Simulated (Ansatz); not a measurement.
`[OH][Al]([OH])[Br]` + H–F → `[OH][Al]([F])[Br]` + H₂O at 700 K and 1 bar (ligand exchange at the Al–O bond).

Computed with Ansatz on PBE0-D4/def2-TZVP structures; ΔE is electronic, products minus reactants. CBS: MP2 limit from def2 TZ/QZ plus the TZ coupled-cluster correction, frozen cores. This one scheme is used for every species. For Br outer-core shells are correlated without core-valence functions, which leaves a few kJ/mol of doubt a bond. Scalar relativity is left out up to krypton. Each species was taken in one conformer, which may not be the lowest.

```
             species  CCSD(T)/CBS energy (Eh)  H − E (kJ/mol)  S (J/(mol·K))
`[OH][Al]([OH])[Br]`              -2967.07960           134.7          410.3
                 H–F               -100.39570            45.2          198.5
 `[OH][Al]([F])[Br]`              -2991.11301            98.3          397.0
                 H₂O                -76.37941            80.5          218.4
```

H − E and S are ideal-gas, rigid-rotor, harmonic terms from PBE0-D4/def2-TZVP, for one conformer and one mirror image of each species. 1 Eh = 2625.50 kJ/mol, R = 8.31446 J/(mol·K).

Problem. By hand: ΔE, ΔH, ΔS and ΔG.

Solution. ΔE = (-2991.11301) + (-76.37941) − (-2967.07960) − (-100.39570) = -0.01712 Eh = -44.9 kJ/mol. Δ(H − E) = 98.3 + 80.5 − 134.7 − 45.2 = -1.1, so ΔH = -46.0 kJ/mol. ΔS = 397.0 + 218.4 − 410.3 − 198.5 = 6.6 J/(mol·K). ΔG = -46.0 − 700 × (6.6)/1000 = -50.6 kJ/mol.

Problem. By hand: the equilibrium constant, and the temperature at which ΔG would vanish if ΔH and ΔS stayed fixed.

Solution. log₁₀ K = −ΔG/(RT ln 10) = 3.8. ΔH and −TΔS have one sign here, so there is no such temperature.

The number of gas molecules stays the same, so ΔS is small and ΔH decides. A doubt of 5 kJ/mol in ΔE shifts log₁₀ K by 0.4 here. Other conformers and mirror images would add mixing entropy, several J/(mol·K) or more a flexible species. These are equilibria of isolated gas molecules and say nothing of rates. Largest T1 diagnostic: 0.010 (customary marks: 0.02 for closed shells, 0.045 for open ones).

ΔS is within the doubt of such terms, so its sign, and with it that verdict, could turn.
